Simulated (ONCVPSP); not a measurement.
**P, ONCV: configuration errors across variants**

| Property | Result |
| --- | --- |
| Element | phosphorus |
| Generator | ONCVPSP 4.0.1 |
| Type | optimised norm-conserving Vanderbilt (ONCV) |
| Functional | PBE |
| Relativity | scalar-relativistic |
| Frozen core | [He] |
| Valence charge | 13 |
| Reference configuration | 2s2 2p6 3s2 3p3 |
| Partial waves | 2s+3s: rc 0.85 bohr, ncon 3, nbas 6, qcut 10.8 1/bohr, 2 projectors; 2p+3p: rc 1.00 bohr, ncon 4, nbas 7, qcut 12.1 1/bohr, 2 projectors; d scattering state at 0.26 Ha: rc 0.80 bohr, ncon 3, nbas 7, qcut 12.2 1/bohr, 3 projectors, debl 3.4 Ha |
| Local potential | polynomial inside 0.65 bohr (lpopt 1, dvloc0 6 Ha) |
| Core correction | Teter function, fcfact 6, rcfact 1.35 |

All-electron excitation energies from the reference (eV): (1) 2s2 2p6 3s2 3p2 9.730; (2) 2s2 2p6 3s2 3p1 28.877; (3) 2s2 2p6 3s2 3p0 58.616; (4) 2s1 2p6 3s2 3p3 188.557.

Errors AE − PS in meV (a dash: test not solved or not reliable):

| change | (1) | (2) | (3) | (4) | bound ghosts | GHOST(+) flags above zero |
| --- | --- | --- | --- | --- | --- | --- |
| base | +0.4 | +3.2 | +13 | -759 | none | d |
| s: rc 0.76 | +0.4 | +3.1 | +12 | -699 | none | d |
| s: rc 0.82 | +0.4 | +3.2 | +13 | -743 | none | d |
| s: rc 1 | +0.4 | +3.2 | +13 | -770 | none | d |
| s: rc 1.06 | +0.4 | +3.2 | +13 | -748 | none | d |
| s: rc 1.2 | +0.4 | +3.3 | +13 | -697 | none | d |

**Question.** Give the same row for: s: rc 0.62; local potential polynomial inside 0.62 bohr (lpopt 1, dvloc0 6 Ha).

**Answer.** +0.4, +3.0, +12, -563; bound ghosts: none; GHOST(+) flags above zero: d.
